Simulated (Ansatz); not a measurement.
The molecule ZrCl, multiplicity 4 (lowest of 2S+1 = 2, 4, 6 at PBE0/def2-TZVPP; our sources give no spin for the ground state, which may be another). No spin–orbit coupling.

Seven points along R, fitted to fifth degree in 1/R; most abundant isotopes. Runs in def2 and cc sets follow the lowest solution found near the PBE0 minimum.

Correlated levels freeze the inner cores; with def2 sets outer-core shells near the valence are correlated too.

Run with Ansatz (a quantum-chemistry and plane-wave program).  In def2 rows elements past Kr take small-core potentials, without spin–orbit coupling.

**Question.** What bond length and harmonic frequency does PBE0/def2-TZVPP give?

**Answer.** r_e = 2.345 Å, ω_e = 375 cm⁻¹.

**Question.** What bond length and harmonic frequency does CCSD/def2-TZVPP give?

**Answer.** r_e = 2.376 Å, ω_e = 369 cm⁻¹.

**Question.** What bond length and harmonic frequency does CCSD(T)/def2-TZVPP give?

**Answer.** r_e = 2.367 Å, ω_e = 372 cm⁻¹.
